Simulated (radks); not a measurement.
Values are calculated unless marked as measured or tabulated.
All-electron atom: Os in [Xe] 4f13 5d7 6s2 (not the ground configuration). Code: a radial shooting solver on a logarithmic mesh with Libxc functionals. Model: scalar-relativistic Kohn-Sham, LDA (Slater exchange, Perdew-Wang correlation), spin-unpolarised, spherical densities, point nucleus.

Radial electron density D(r) = 4 pi r^2 rho(r):

r (bohr),D(r) (e/bohr)
0.001918,22.33
0.002233,27.40
0.0026,33.34
0.003027,40.21
0.003524,47.97
0.004102,56.53
0.004776,65.67
0.00556,75.03
0.006472,84.11
0.007535,92.28
0.008772,98.82
0.01021,103.1
0.01189,104.5
0.01384,103.3
0.01611,99.83
0.01876,95.69
0.02184,92.89
0.02542,93.69
0.02959,99.63
0.03445,110.6
0.04011,124.3
0.04669,136.0
0.05436,141.1
0.06328,136.7
0.07367,125.2
0.08645,112.9
0.1006,109.2
0.1172,115.9
0.1364,126.5
0.1588,129.1
0.1848,116.2
0.2152,92.69
0.2505,73.00
0.2916,68.15
0.3395,75.21
0.3953,80.84
0.4601,74.82
0.5357,58.53
0.6236,40.77
0.726,28.39
0.8452,22.04
0.9839,18.57
1.145,15.29
1.333,11.63
1.552,8.214
1.807,5.602
2.104,3.810
2.449,2.585
2.851,1.698
3.319,1.037
3.864,0.5683
4.499,0.2716
5.237,0.1101
6.097,0.03683
7.098,0.009878
8.263,0.002062
9.619,0.0003243

D(r) has 4 maxima, at r = 0.0119, 0.0548, 0.151, 0.398 bohr, and minima at 0.0229, 0.0983, 0.282 bohr, inside which lie 1.89, 11.05, 29.88 electrons.
